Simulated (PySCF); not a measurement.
# Electron correlation in Cu²⁺ (copper, charge +2)

[Ar] 3d8 4s1, high-spin 4F determinant (an excited configuration). Calculation: PySCF 2.14, in aug-cc-pVDZ-DK; scalar relativity by spin-free X2C-1e. Frozen: [Ar]; 9 electrons correlated.

```tsv
level	correlation energy (mhartree)
CCSD	-223.55
(T)	-2.84
CCSD(T)	-226.39
```

Diagnostics: T1 = 0.0073, D1 = 0.0168, largest double amplitude 0.022.

Cost of the coupled-cluster step: about 4 core-seconds, for 9 correlated electrons.
